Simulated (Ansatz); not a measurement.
Calculated with Ansatz (gas phase, PBE0-D4/def2-TZVP geometries, no zero-point term in ΔE). CBS: MP2 limit from def2 TZ/QZ plus the TZ coupled-cluster correction, frozen cores. Functionals use def2-TZVPP. B3LYP here is the variant with VWN-RPA as its local correlation; programs differ in this. Each species was taken in one conformer, which may not be the lowest.

`CCC(=O)CC(=O)CC` → `CCC(=O)/C=C(\O)CC`  (isomerisation)

Question: Is it downhill or uphill in electronic energy at CCSD(T)/CBS, and by how much? (An estimate is asked.)

Answer: Computed: Downhill: ΔE = -3.2 kcal/mol.

Question: What do these levels give: PBE0-D4, B2PLYP, PBE-QIDH, B3LYP, RPA@PBE/def2-TZVPP, CCSD/def2-SVP, CCSD(T)/def2-SVP, CCSD(T)/def2-TZVPP, HF/def2-QZVPP, MP2/def2-QZVPP, SCS-MP2/def2-QZVPP, MP2/CBS(def2)? (Best estimate.)

Answer: Computed: PBE0-D4 -5.9, B2PLYP -4.3, PBE-QIDH -4.9, B3LYP -5.0, RPA@PBE/def2-TZVPP -2.6, CCSD/def2-SVP 0.7, CCSD(T)/def2-SVP -0.3, CCSD(T)/def2-TZVPP -2.5, HF/def2-QZVPP 2.3, MP2/def2-QZVPP -4.2, SCS-MP2/def2-QZVPP -1.5, MP2/CBS(def2) -4.5 kcal/mol.

Largest T1 diagnostic among the species: 0.015.

At CCSD(T), def2-SVP lies +2.9 kcal/mol from the extrapolated value and def2-TZVPP +0.7 kcal/mol. In def2-TZVPP, CCSD(T) changes the Hartree–Fock value by −4.7 kcal/mol (the triples alone add −1.4 kcal/mol) and MP2 by −6.0 kcal/mol. Leaving LDA and LC-ωPBE aside and taking each functional with its dispersion term where it has one, the values, not all of them listed here, spread over 4.7 kcal/mol, from PBE-D4 to ωB97X-V. LDA lies −6.6 kcal/mol from PBE without D4.
